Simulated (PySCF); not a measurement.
PBE0-D3(BJ)/def2-TZVP geometry optimisation, IEF-PCM water with PySCF 2.14 and geomeTRIC: [Cr(OH)4]2-, charge -2, multiplicity 5. Start (model start, shaken):

```
9

Cr    0.0000    0.0045   -0.0041
O     1.2748    1.2813    0.8346
H     1.0694    2.2200    1.0703
O    -1.2974   -1.2808    0.8548
H    -1.0669   -2.2138    1.0772
O    -1.2777    1.2680   -0.8563
H    -2.2284    1.0492   -1.1053
O     1.2846   -1.3071   -0.8454
H     2.2022   -1.0713   -1.1154
```

```csv
step,E − E(start) / kcal mol⁻¹,largest force / Eh bohr⁻¹
0,0.00,0.04378
1,-5.58,0.00645
2,-9.19,0.02040
3,-13.67,0.02066
4,-17.78,0.00784
5,-18.37,0.00284
6,-18.61,0.00296
7,-18.89,0.00237
8,-18.91,0.00113
9,-18.93,0.00042
10,-18.93,0.00090
11,-18.97,0.00213
12,-18.92,0.00388
13,-19.01,0.00202
14,-19.02,0.00034
15,-18.98,0.00100
16,-19.02,0.00028
```

The optimisation met its thresholds. End point:

```
9

Cr   -0.0045   -0.0052   -0.0102
O     1.3278    1.4893    0.0121
H     0.7943    2.2874    0.0498
O    -1.3367   -1.5007    0.0219
H    -0.8039   -2.2993    0.0563
O    -1.4989    1.3269   -0.0323
H    -2.2978    0.7943   -0.0642
O     1.4907   -1.3376   -0.0423
H     2.2895   -0.8053   -0.0807
```

Metal–donor distances, start → end: O2 1.990 → 2.002 Å, O4 2.018 → 2.003 Å, O6 1.989 → 2.002 Å, O8 2.019 → 2.003 Å.

No frequencies were computed, so the end point may be a saddle point.

The job took 6.5 min on one thread of Arm Neoverse V2 (shared host), with 193 basis functions and a peak of 1.4 GiB, launched as `OMP_NUM_THREADS=1 python lf_run.py task.json out`.
